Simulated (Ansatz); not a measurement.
The cluster Mo2O6 was relaxed with r2SCAN-D4 (def2-SVP) in Ansatz in these states: neutral quintet, neutral singlet, neutral triplet. The geometries follow in no particular order.

In the def2 sets Mo takes a core potential; there is no spin–orbit coupling.

A:

Cartesian coordinates in Å:
```
Mo 0.3088 0.0408 1.3582
Mo -0.3088 -0.0408 -1.3582
O 0.8779 -0.0329 -2.6033
O -1.9167 -0.1044 -1.9658
O 0.0407 -1.3186 0.0304
O -0.0407 1.3186 -0.0304
O -0.8779 0.0329 2.6033
O 1.9166 0.1044 1.9658
```

B:

| atom | x (Å) | y (Å) | z (Å) |
| --- | --- | --- | --- |
| Mo1 | 0.553 | 0.282 | -1.296 |
| Mo2 | -0.553 | -0.282 | 1.296 |
| O3 | -1.629 | 0.709 | 2.129 |
| O4 | -0.224 | -1.656 | 2.213 |
| O5 | -0.971 | -0.596 | -0.545 |
| O6 | 0.971 | 0.596 | 0.545 |
| O7 | 1.629 | -0.709 | -2.129 |
| O8 | 0.224 | 1.656 | -2.214 |

C:

```xyz
8

Mo   -0.297   -1.581   -0.415
Mo    0.297    1.581    0.415
O     1.785    2.076    1.127
O    -0.865    2.827    0.161
O     0.408    0.180   -0.978
O    -0.408   -0.181    0.978
O    -1.785   -2.075   -1.127
O     0.865   -2.827   -0.161
```

Q: Judge from the bond lengths which geometry belongs to which state (an estimate).

A: A is the neutral triplet (Mo1–Mo2 2.787 Å, Mo1–O5 1.919 Å, Mo2–O6 1.919 Å); B is the neutral singlet (Mo1–Mo2 2.874 Å, Mo1–O5 1.913 Å, Mo2–O6 1.913 Å); C is the neutral quintet (Mo1–Mo2 3.322 Å, Mo1–O5 1.979 Å, Mo2–O6 1.979 Å).

At r2SCAN-D4/def2-SVP the gap within one spin of the charge 0 triplet nearly closes, so an electron or hole may be smeared out by delocalisation error. At r2SCAN-D4/def2-SVP the gap within one spin of the charge 0 quintet nearly closes, so an electron or hole may be smeared out by delocalisation error. At PBE0-D4/def2-TZVP a singlet lies 2.97 eV below the neutral triplet. At PBE0-D4/def2-TZVP a singlet lies 6.26 eV below the neutral quintet. These are the stationary points nearest to one start from a short search; other shapes may lie lower in each state.
